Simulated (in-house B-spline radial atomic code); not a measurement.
Results of a calculation; reference values are marked as such.
Correlation energy from the adiabatic connection: −V exp(−r²/w²), V = 2.43, w = 12.9

Two electrons in a singlet, external potential −V exp(−r²/w²), V = 2.43, w = 12.9 (atomic units). Full CI in B-splines (partial waves to l = 8, correlation up to 0.6 % small) with the density held fixed gives W(λ) = <V_ee>_λ − U, and E_c is the integral of W(λ) − W(0) from 0 to 1.

```
   λ  W(λ) − W(0) (hartree)
   0                0.00000
0.02               -0.00201
0.05               -0.00490
0.12               -0.01110
0.25               -0.02089
 0.4               -0.02996
 0.6               -0.03938
 0.8               -0.04664
   1               -0.05240
```

(1) Integrate the table by the trapezoid rule.

(2) Now use only three numbers: W(0) = -0.27716, the initial slope W'(0) = -0.1023 (extrapolated from the first points) and the strong-coupling limit of the point-charge-plus-continuum model, W∞ = -0.37729. What do second-order theory and the interpolation W(λ) = W∞ + (W(0) − W∞)/√(1 + 2χλ) of Seidl, Perdew and Levy give?

Answers

(1) The strips give -0.00002, -0.00010, -0.00056, -0.00208, -0.00381, -0.00693, -0.00860, -0.00990, which sum to -0.03202 hartree. The direct value, W(1) − W(0) + T_c with T_c = 0.02023, is -0.03216; the curve is convex, so chords lie above it and the trapezoids fall short in size by 0.46 %.

(2) Second order keeps the slope alone: E_c = W'(0)/2 = -0.05115, +59 % in size against -0.03216. Matching the slope fixes χ = W'(0)/(W∞ − W(0)) = -0.1023/(-0.10013) = 1.02167. Integrating, with s = √(1 + 2χ) = 1.744518, E_c = −(W(0) − W∞)(s − 1)/(s + 1) = −0.10013 × 0.744518/2.744518 = -0.02716 hartree, -15.5 % in size against the full result. At λ = 1 the formula gives W − W(0) = -0.04273 against -0.05240. Part of the miss can come from the model's W∞.
